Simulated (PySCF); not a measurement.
A species of formula C9H15N has this rotational fingerprint, computed with PBE0/pcSseg-1 in PySCF (dipole) on a GFN2-xTB geometry, gas phase:

* Rotational constants: A = 1805, B = 1305, C = 941.1 MHz
* Dipole components: |μa| = 0.23 D, |μb| = 0.64 D, |μc| = 0.95 D
* Inertial defect: -130.19 u·Å²
* κ: -0.16

Question: Which candidate fits, each taken in the one conformer that was computed?
A. `[CH:1]1=[N:2][CH2:3][C@@H:4]([CH:5]2[CH2:6][CH2:7][CH2:8]2)[CH2:9][CH2:10]1` with C3–C4–C5–C6 -72°, C1–N2–C3–C4 -19°, N2–C3–C4–C5 -76°, C4–C5–C6–C7 -132°, C5–C6–C7–C8 12°
B. `[CH3:1]/[N:2]=[CH:3]/[C@H:4]1[CH2:5][C@H:6]2[CH2:7][C@@H:8]([CH2:9]1)[CH2:10]2` with N2–C3–C4–C5 -124°
C. `[CH2:1]=[N:2][C@H:3]1[CH2:4][CH2:5][CH2:6][C:7]12[CH2:8][CH2:9][CH2:10]2` with C1–N2–C3–C4 131°, N2–C3–C4–C5 74°, C3–C4–C5–C6 40°, C4–C5–C6–C7 -23°, C5–C6–C7–C8 126°

Answer: C. It is C=N[C@H]1CCCC12CCC2, an asymmetric top, point group C1. The candidates at the same level (rigid rotor, commonest isotopes):

```
                          SMILES  A (MHz)  B (MHz)  C (MHz)  μa (D)  μb (D)  μc (D)  Δ (u·Å²)  point group                        rotor
             C=N[C@H]1CCCC12CCC2     1805     1305    941.1    0.23    0.64    0.95   -130.19           C1               asymmetric top
          C1=NC[C@@H](C2CCC2)CC1     2587    936.3    820.5    0.81    1.77    0.58   -119.22           C1               asymmetric top
C/N=C/[C@H]1C[C@H]2C[C@@H](C1)C2     3243    776.7    732.7    0.19    1.19    0.29   -116.75           C1  near-prolate asymmetric top
```

`C1=NC[C@@H](C2CCC2)CC1` has A 43 % too high; `C/N=C/[C@H]1C[C@H]2C[C@@H](C1)C2` has A 80 % too high. No structure here is proved a minimum.
